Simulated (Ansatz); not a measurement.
Basis-set series for `C[S][ZnH]`. The species carries charge 0 and has multiplicity 1. The geometry is a stationary point of PBE0-D4/def2-TZVP.

```xyz
7

C    -0.600   -0.688    0.683
S     1.168   -0.495    0.275
Zn    1.142    1.139   -1.152
H    -1.186   -0.977   -0.188
H    -1.015    0.217    1.124
H    -0.661   -1.488    1.420
H     1.151    2.293   -2.162
```

```tsv
functional	basis	functions	energy (Eh)	HOMO (eV)	LUMO (eV)
PBE0-D4	def2-SVP	83	-2217.26081	-6.41	0.21
PBE0-D4	def2-QZVPP	347	-2217.76455	-6.69	-0.96
ωB97M-V	def2-SVP	83	-2217.54464	-8.55	1.72
ωB97M-V	def2-QZVPP	347	-2218.04879	-8.87	0.33
```

(1) Give the rows for def2-TZVPP. (Best estimate.)

Answers

(1) Computed: 
```
functional       basis  functions  energy (Eh)  HOMO (eV)  LUMO (eV)
   PBE0-D4  def2-TZVPP        193  -2217.70630      -6.67      -0.89
   ωB97M-V  def2-TZVPP        193  -2217.99224      -8.84       0.55
```

Positive LUMOs are unbound and depend on the basis. Scalar relativity is left out up to krypton.
